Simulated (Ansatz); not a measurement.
A CCSD(T) single point on C3H4AlN (`C=C=C=[N][AlH2]`).

```yaml
crystal:
  periodic: [false, false, false]
  atoms:
    - {symbol: C, position_ang: [0.998142, 2.112967, -1.426004]}
    - {symbol: C, position_ang: [0.538802, 1.093334, -0.744366]}
    - {symbol: C, position_ang: [0.070742, 0.106997, -0.080373]}
    - {symbol: N, position_ang: [-0.365958, -0.827355, 0.547742]}
    - {symbol: Al, position_ang: [-1.011382, -2.186514, 1.465849]}
    - {symbol: H, position_ang: [0.346670, 2.910295, -1.783666]}
    - {symbol: H, position_ang: [2.055175, 2.216062, -1.670698]}
    - {symbol: H, position_ang: [-1.485336, -3.443499, 0.640560]}
    - {symbol: H, position_ang: [-1.058455, -2.028683, 3.033856]}
basis:
  gaussian: {orbitals: def2-TZVPP}
correlation: {method: ccsd_t}
output: {orbitals: {seedname: orbitals}}
```

```sh
$ ansatz run in.yaml --threads 2 --pin off --events-out ev --progress --plain --max-ram 4352MiB
```

Output of Ansatz, abridged:

```
Functional definition: HF
1335 factors; integrals over basis functions are off by at most 1.9e-3 eV
mean field evaluation 1: about -11215.7358 eV, gradient 3.4e1 eV
mean field evaluation 2: about -11216.0166 eV, gradient 3.4e1 eV
mean field evaluation 4: about -11219.2019 eV, gradient 5.2e0 eV
mean field evaluation 8: about -11219.2892 eV, gradient 4.0e-1 eV
mean field -11219.29053470 eV, -412.3013224418 hartree, gradient 2.6e-6 eV, S^2 0.000000; 1 other end points of the search recorded, 0 dependent functions left out; unrestricted orbitals would lower it
9 core orbitals not correlated: weight in the atoms' cores, before any rotation towards them, 1.000 or more for the frozen orbitals, at most 0.000 for the correlated occupied ones
reference -11219.29053470 eV, -412.3013224418 hartree; 12, 12 occupied and 201, 201 virtual orbitals, 1335 factors
second order -19.85666545 eV of doubles, -0.00000000 eV of singles
cycle   1  -19.77223225 eV  change    8.4e-2 eV  update   1.3e-1
cycle   2  -20.39959146 eV  change   -6.3e-1 eV  update   4.7e-2
cycle   3  -20.58958832 eV  change   -1.9e-1 eV  update   2.3e-2
cycle   4  -20.58126552 eV  change    8.3e-3 eV  update   7.3e-3
cycle   5  -20.58054632 eV  change    7.2e-4 eV  update   3.7e-3
cycle   6  -20.58212152 eV  change   -1.6e-3 eV  update   1.4e-3
cycle   7  -20.58182141 eV  change    3.0e-4 eV  update   7.2e-4
cycle   8  -20.58155404 eV  change    2.7e-4 eV  update   2.2e-4
cycle   9  -20.58168317 eV  change   -1.3e-4 eV  update   9.9e-5
cycle  10  -20.58167328 eV  change    9.9e-6 eV  update   3.3e-5
cycle  11  -20.58165339 eV  change    2.0e-5 eV  update   1.4e-5
perturbative correction -1.08274877 eV, -0.0397902833 hartree
Total energy: -11240.95493685 eV, -413.0974745364 hartree
```

Run time 110 s (2 threads of an Arm Neoverse V1 on a shared host); peak host memory 3.5 GiB.

Correlation energy per correlated electron: -0.903 eV. T1 diagnostic: 0.0163.
